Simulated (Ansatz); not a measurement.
Reaction (ligand exchange at a B–O bond): `BOCO` + `CC(N)F` → `BNC(C)F` + `OCO`

Calculated with Ansatz (gas phase, PBE0-D4/def2-TZVP geometries, no zero-point term in ΔE). CBS: MP2 limit from def2 TZ/QZ plus the TZ coupled-cluster correction, frozen cores. This one scheme is used for every species. Functionals use def2-TZVPP. B3LYP here is the variant with VWN-RPA as its local correlation; programs differ in this. One conformer a species, not always the lowest.

Task: Is it downhill or uphill in electronic energy at CCSD(T)/CBS, and by how much? (Best estimate.)

Result: Ansatz gave: Nearly level: ΔE = -0.2 kcal/mol.

Task: What do these levels give: PBE-D4, r2SCAN-D4, B3LYP-D4, ωB97X-V, ωB97M-V, PBE0, B3LYP, MP2/def2-TZVPP, CCSD(T)/def2-TZVPP, HF/def2-QZVPP, MP2/def2-QZVPP, SCS-MP2/def2-QZVPP? (An estimate is asked.)

Result: Computed: PBE-D4 -0.6, r2SCAN-D4 0.2, B3LYP-D4 0.3, ωB97X-V 0.4, ωB97M-V 0.1, PBE0 -0.5, B3LYP 0.6, MP2/def2-TZVPP -0.2, CCSD(T)/def2-TZVPP -0.1, HF/def2-QZVPP 1.8, MP2/def2-QZVPP -0.2, SCS-MP2/def2-QZVPP 0.2 kcal/mol.

Largest T1 diagnostic among the species: 0.013.

In def2-TZVPP, CCSD(T) changes the Hartree–Fock value by −1.8 kcal/mol (the triples alone add −0.1 kcal/mol) and MP2 by −1.9 kcal/mol.
